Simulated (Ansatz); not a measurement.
Start from `C[SiH](F)[SeH]` and change one atom or group to get `BP[SiH](C)F`.

Ansatz, PBE0-D4/def2-TZVP geometries, multiplicity 1. Each molecule was computed in one conformer, which needn't be the lowest.

Scalar relativity is left out up to krypton. Spin–orbit coupling is left out; it splits and shifts lone-pair levels of the heavy atoms by tenths of an eV.

| property | `C[SiH](F)[SeH]` |
| --- | --- |
| LUMO energy (PBE/def2-TZVPP) / eV | -0.86 |
| HOMO–LUMO gap (B3LYP/def2-TZVPP) / eV | 6.80 |
| HOMO–LUMO gap (PBE0/def2-TZVPP) / eV | 7.33 |
| HOMO energy (PBE/def2-TZVPP) / eV | -6.14 |
| LUMO energy (PBE0/def2-TZVPP) / eV | 0.03 |
| zero-point energy (PBE0-D4/def2-TZVP) / kJ/mol | 149.5 |

Task: Give the same properties after the change, and the shifts. (Estimate.)

Result: The calculation gave: 
```tsv
property	`BP[SiH](C)F`	shift
LUMO energy (PBE/def2-TZVPP) / eV	-2.70	-1.84
HOMO–LUMO gap (B3LYP/def2-TZVPP) / eV	5.33	-1.47
HOMO–LUMO gap (PBE0/def2-TZVPP) / eV	5.73	-1.60
HOMO energy (PBE/def2-TZVPP) / eV	-6.53	-0.39
LUMO energy (PBE0/def2-TZVPP) / eV	-1.80	-1.83
zero-point energy (PBE0-D4/def2-TZVP) / kJ/mol	209.0	59.5
```

With PBE0 the HOMO falls by 0.23 eV and the LUMO falls by 1.83 eV, so the gap narrows by about 1.60 eV. PBE moves the HOMO by -0.39 eV and ωB97M-V by -0.11 eV. The zero-point energy changes by 59.5 kJ/mol with +9 modes.

B3LYP here is the variant with VWN-RPA as its local correlation; programs differ in this.
